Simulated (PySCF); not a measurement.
Ligands exchanged one at a time, Al H-OH. All species are isolated molecules in the gas phase. One relaxed conformer stands for each flexible species; it need not be the lowest. Strings in code marks are SMILES.

Calculation: PBE-D3(BJ)/def2-TZVP // TPSSh-D3(BJ)/def2-TZVP (PySCF). All candidates: neutral, multiplicity 1. 

```yaml
HOMO–LUMO gap: 4.78 eV
LUMO: -2.53 eV
HOMO: -7.30 eV
```

Question: Name which member has these values.
A. `[OH][Al]([OH])[OH]`
B. `[OH][AlH][OH]` (H–O–Al–O torsion 0°, O–Al–O–H torsion 1°)
C. `[OH][AlH2]`
D. `[AlH3]`

Answer: D, `[AlH3]`. The others give `[OH][Al]([OH])[OH]`: 5.95 eV, -1.34 eV, -7.28 eV; `[OH][AlH][OH]` (H–O–Al–O torsion 0°, O–Al–O–H torsion 1°): 6.38 eV, -0.98 eV, -7.36 eV; `[OH][AlH2]`: 5.03 eV, -1.57 eV, -6.60 eV
